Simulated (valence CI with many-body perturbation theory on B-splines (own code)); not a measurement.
Ag XLIII: calculated level list

Computed by relativistic CI+MBPT: three valence electrons over a frozen Dirac-Fock core [He], radial functions for each j: 9 s, 9 p, 8 d, 6 f, 3 g, 1 h, with the one-electron correlation potential Σ1 (screened to all orders), the two-electron term Σ2, the three-electron term Σ3, Breit, model QED; selected single and double excitations, second order for the rest, scaled by the run's own slope (own B-spline code, finite nucleus).

No measured spectrum was set against this ion. As an estimate, large intervals hold to a few tenths of a per cent, small ones and those within an open d or f shell to about a per cent.

Levels 1 to 45 of 48, with energies above the lowest level, (2s^2 2p1/2) J=1/2. "Leading %" is the weight of the configuration and term that name the level; weights of strongly mixed levels are sums over their largest components and can fall short, so below about 35 % the name and the second component can differ from the true leading terms, or belong to a minority configuration. In the jj column 3d3/2^4 stands for four electrons in 3d with j = 3/2. Lifetimes count E1, E2, E3, M1 and M2 decay at the calculated energies, and are blank where another channel may lead or the interval is too uncertain; long ones can be off by a factor of two.

```tsv
No.	Configuration	Term	J	E (× 10³ cm⁻¹)	Leading %	Lifetime	Leading jj
1	2s2.2p	2P°	1/2	0.00	99		2s^2 2p1/2 (99 %)
2	2s.2p2	4P	1/2	1066.2	65	181 ps	2s 2p1/2^2 (95 %)
3	2s2.2p	2P°	3/2	1573.9	98	16.9 ns	2s^2 2p3/2 (98 %)
4	2s.2p2	4P	3/2	2324.9	94	997 ps	2s 2p1/2 2p3/2 (99 %)
5	2s.2p2	2D	5/2	2543.4	51	356 ps	2s 2p1/2 2p3/2 (97 %)
6	2s.2p2	2D	3/2	2890.8	70	4.03 ps	2s 2p1/2 2p3/2 (99 %)
7	2s.2p2	2P	1/2	2913.2	73	2.83 ps	2s 2p1/2 2p3/2 (94 %)
8	2s.2p2	4P	5/2	4048.1	51	18.2 ps	2s 2p3/2^2 (97 %)
9	2p3	2P°	3/2	4061.1	43	4.21 ps	2p1/2^2 2p3/2 (98 %)
10	2s.2p2	2S	1/2	4551.8	71	3.42 ps	2s 2p3/2^2 (98 %)
11	2s.2p2	2P	3/2	4561.0	69	2.07 ps	2s 2p3/2^2 (98 %)
12	2p3	4S°	3/2	5427.3	52	2.42 ps	2p1/2 2p3/2^2 (99 %)
13	2p3	2D°	5/2	5568.0	100	2.93 ps	2p1/2 2p3/2^2 (100 %)
14	2p3	2P°	1/2	5832.7	99	2.00 ps	2p1/2 2p3/2^2 (99 %)
15	2p3	2P°	3/2	7235.4	55	1.65 ps	2p3/2^3 (99 %)
16	2s2.3s	2S	1/2	30661	97	27.5 fs	2s^2 3s (97 %)
17	2s2.3p	2P°	1/2	31040	95	599 fs	2s^2 3p1/2 (95 %)
18	2s.2p.3s	4P°	1/2	31402	88	30.0 fs	2s 2p1/2 3s (98 %)
19	2s2.3p	2P°	3/2	31446	56	65.5 fs	2s^2 3p3/2 (56 %)
20	2s.2p.3s	4P°	3/2	31592	42	39.2 fs	2s 2p1/2 3s (55 %)
21	2s.2p.3s	2P°	1/2	31660	93	40.4 fs	2s 2p1/2 3s (97 %)
22	2s.2p.3p	4D	1/2	31724	73	39.0 fs	2s 2p1/2 3p1/2 (99 %)
23	2s2.3d	2D	3/2	31791	75	3.43 fs	2s^2 3d3/2 (75 %)
24	2s.2p.3p	4D	3/2	31873	38	57.2 fs	2s 2p1/2 3p1/2 (74 %)
25	2s2.3d	2D	5/2	31943	97	4.12 fs	2s^2 3d5/2 (97 %)
26	2s.2p.3p	4P	1/2	32034	54	30.8 fs	2s 2p1/2 3p1/2 (97 %)
27	2s.2p.3p	4P	3/2	32248	30	32.0 fs	2s 2p1/2 3p3/2 (99 %)
28	2s.2p.3p	2P	1/2	32356	42	10.5 fs	2s 2p1/2 3p3/2 (88 %)
29	2s.2p.3p	4D	5/2	32386	54	256 fs	2s 2p1/2 3p3/2 (96 %)
30	2s.2p.3p	2D	3/2	32412	48	13.9 fs	2s 2p1/2 3p3/2 (97 %)
31	2s.2p.3d	4F°	3/2	32473	75	18.1 fs	2s 2p1/2 3d3/2 (99 %)
32	2s.2p.3d	4F°	5/2	32596	64	14.3 fs	2s 2p1/2 3d3/2 (77 %)
33	2s.2p.3d	4P°	5/2	32680	42	4.39 fs	2s 2p1/2 3d5/2 (84 %)
34	2s.2p.3d	4D°	1/2	32696	60	2.56 fs	2s 2p1/2 3d3/2 (92 %)
35	2s.2p.3d	4D°	3/2	32704	38	3.31 fs	2s 2p1/2 3d3/2 (86 %)
36	2s.2p.3d	4F°	7/2	32793	46	4.79 fs	2s 2p1/2 3d5/2 (97 %)
37	2p2.3s	4P	1/2	32841	49	31.9 fs	2p1/2^2 3s (88 %)
38	2s.2p.3d	2D°	3/2	32874	47	4.64 fs	2s 2p1/2 3d5/2 (84 %)
39	2s.2p.3d	2F°	5/2	32875	60	4.66 fs	2s 2p1/2 3d5/2 (88 %)
40	2s.2p.3s	4P°	5/2	32979	94	51.0 fs	2s 2p3/2 3s (94 %)
41	2s.2p.3s	2P°	3/2	33099	80	24.2 fs	2s 2p3/2 3s (99 %)
42	2p2.3p	4D°	1/2	33110	40	31.2 fs	2p1/2^2 3p1/2 (92 %)
43	2s.2p.3p	4P	3/2	33389	48	41.6 fs	2s 2p3/2 3p1/2 (99 %)
44	2s.2p.3p	2D	5/2	33411	42	18.3 fs	2s 2p3/2 3p1/2 (98 %)
45	2s.2p.3s	2P°	1/2	33458	92	19.6 fs	2s 2p3/2 3s (96 %)
```

The ionisation energy to 2s2 1S_0 of the next ion comes out as 6787 eV (NIST: 6785 ± 5 eV (semi-empirical)). All 48 levels together are meant to be complete up to 33772 × 10³ cm⁻¹.
